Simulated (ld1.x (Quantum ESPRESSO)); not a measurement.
## rhodium (Rh), TM: configuration errors across variants

| Quantity | Value |
| --- | --- |
| Element | Rh |
| Generator | ld1.x (Quantum ESPRESSO) 7.5 |
| Type | norm-conserving Troullier–Martins (Kleinman–Bylander form) |
| Functional | PBE |
| Relativity | fully relativistic |
| Frozen core | [Ar] 3d10 4s2 |
| Valence charge | 15 |
| Reference configuration | 4p6 4d9 5s0 5p0 |
| Partial waves | 5s (bound, empty): rc 2.80 bohr; 4p (bound): rc 1.45 bohr; 4d (bound): rc 1.55 bohr |
| Local potential | all-electron potential smoothed inside 2.50 bohr (lloc = -1) |
| Core correction | Bessel-smoothed model core, default radius (core density twice the valence density) |

Open shells are filled in proportion to 2j + 1 (rel_dist='average').

All-electron excitation energies from the reference (eV): (1) 4p6 4d8 5s1 5p0 0.911; (2) 4p6 4d8 5s0 5p0 8.373; (3) 4p6 4d7 5s0 5p0 27.884; (4) 4p6 4d8 5s0 5p1 4.511; (5) 4p6 4d8.5 5s0.5 5p0 0.280; (6) 4p6 4d5 5s0 5p0 107.327; (7) 4p6 4d7 5s1 5p0 12.039.

The default core radius of the base comes out at 0.67 bohr.

3 further variants failed, have other tests or another functional or relativity, and are left out.

Errors AE − PS in meV (a dash: test not solved or not reliable):

| change | (1) | (2) | (3) | (4) | (5) | (6) | (7) | bound ghosts |
| --- | --- | --- | --- | --- | --- | --- | --- | --- |
| base | -25 | -14 | -89 | -187 | -6.0 | -573 | -37 | none |
| core correction Bessel-smoothed model core inside 0.78 bohr | -25 | -14 | -89 | -187 | -6.0 | -573 | -37 | none |
| wave 4d (bound): rc 1.55 bohr becomes 4d (bound): rc 1.96 bohr | -24 | -14 | -89 | -187 | -5.8 | -525 | -33 | none |
| wave 5s (bound): rc 2.80 bohr becomes 5s (bound): rc 2.82 bohr | -23 | -14 | -89 | -187 | -5.6 | -573 | -25 | none |

Question: Give the same row for: local potential all-electron potential smoothed inside 3.36 bohr (lloc = -1).

Answer: -52, -43, -236, -451, -12, -1236, -211; bound ghosts: none.
